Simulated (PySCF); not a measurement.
KSr⁺: from constants to spectrum

RHF-CCSD(T) constants of KSr⁺, ¹Σ⁺ (singlet), closed shell (PySCF, scalar-relativistic core potentials, basis sets K def2-SVP, Sr def2-SVP with ECP28; masses 38.9637 and 87.9056 u):

```
ωe              : 70.2 cm⁻¹
ωexe            : 0.303 cm⁻¹
Be              : 0.032948 cm⁻¹
αe              : 0.000195 cm⁻¹
D (centrifugal) : 2.9e-08 cm⁻¹
De to K⁺ + Sr   : 0.54 eV
```

(1) Estimate the standard entropy (1 bar) and heat capacity of the ideal gas at 298.15 K, rigid rotor with B0 and harmonic oscillator at the fundamental.

Correlated steps freeze 5 core orbitals. Correlated levels converge slowly with the basis: in double zeta they bind strong bonds too weakly, by up to about 1 eV, and carry superposition errors of some tenths. For an ion De counts to the pair picked by the measured ionisation energies or electron affinities, which need not be the lowest pair at this level.

Answers

(1) Translation (Sackur–Tetrode, M = 126.87 u): 169.3 J/(mol K). Rotation: q = kT/(σB0) = 6310 with σ = 1, 81.1. Vibration: x = hcν0/kT = 0.336, 17.43. S° = 267.7 J/(mol K); Cp = 7R/2 + 8.24 = 37.3 J/(mol K).
